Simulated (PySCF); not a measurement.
A species of formula C7H6F3OP has this rotational fingerprint, computed with PBE0/pcSseg-1 in PySCF (dipole) on a GFN2-xTB geometry, gas phase:

```
Rotational constants : A = 1459, B = 608.8, C = 523.3 MHz
Dipole components    : |μa| = 3.81 D, |μb| = 3.17 D, |μc| = 0.04 D
Inertial defect      : -210.80 u·Å²
κ                    : -0.82
```

**Question.** Which candidate fits, each taken in the one conformer that was computed?
A. `[O:1]=[P:2]1([C:3]([F:4])=[C:5]([F:6])[F:7])[CH:8]=[CH:9][CH2:10][CH:11]=[CH:12]1` with O1–P2–C3–F4 179°, O1–P2–C8–C9 151°, C8–C9–C10–C11 -29°, C9–C10–C11–C12 29°, O1–P2–C12–C11 -151°
B. `[CH2:1]=[CH:2][P:3]([c:4]1[cH:5][cH:6][cH:7][o:8]1)[C:9]([F:10])([F:11])[F:12]` with C1–C2–P3–C4 -29°, C2–P3–C4–C5 -100°

**Answer.** A. It is O=P1(C(F)=C(F)F)C=CCC=C1, an asymmetric top, point group Cs. The candidates at the same level (rigid rotor, commonest isotopes):

| SMILES | A (MHz) | B (MHz) | C (MHz) | μa (D) | μb (D) | μc (D) | Δ (u·Å²) | point group | rotor |
| --- | --- | --- | --- | --- | --- | --- | --- | --- | --- |
| O=P1(C(F)=C(F)F)C=CCC=C1 | 1459 | 608.8 | 523.3 | 3.81 | 3.17 | 0.04 | -210.80 | Cs | asymmetric top |
| C=CP(c1ccco1)C(F)(F)F | 1317 | 666.8 | 532.7 | 2.18 | 0.75 | 0.99 | -192.84 | C1 | asymmetric top |

`C=CP(c1ccco1)C(F)(F)F` has A 10 % too low. No structure here is proved a minimum.
